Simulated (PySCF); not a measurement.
Metal–ligand bonds in Cd(CH3)1–Y. Gas-phase values, no solvent. One relaxed conformer stands for each flexible species; it need not be the lowest. Multiplicities are imposed; where one is given, others were not computed. Strings in code marks are SMILES.

The HOMO–LUMO gap from two functionals at the same geometries (r2SCAN-D4/def2-SVP), both in PySCF: PBE-D3(BJ)/def2-TZVP and TPSSh-D3(BJ)/def2-TZVP. 

```json
[
 {"species": "Y = F ([Cd(CH3)(F)])", "TPSSh-D3(BJ)/def2-TZVP (eV)": "6.65"},
 {"species": "Y = Br ([Cd(CH3)(Br)])", "TPSSh-D3(BJ)/def2-TZVP (eV)": "5.94"},
 {"species": "Y = OH ([Cd(CH3)(OH)])", "TPSSh-D3(BJ)/def2-TZVP (eV)": "5.83"},
 {"species": "Y = NH2", "TPSSh-D3(BJ)/def2-TZVP (eV)": "5.21"}
]
```

What does PBE-D3(BJ)/def2-TZVP give for each?


- Y = F ([Cd(CH3)(F)]): 5.73
- Y = Br ([Cd(CH3)(Br)]): 4.89
- Y = OH ([Cd(CH3)(OH)]): 4.65
- Y = NH2: 4.20
Over these rows, drawn at random from the members with no instability flagged (it was tested for open shells, ions and some series alone), PBE minus TPSSh-D3(BJ): mean -1.04 eV, from -1.18 eV to -0.92 eV.
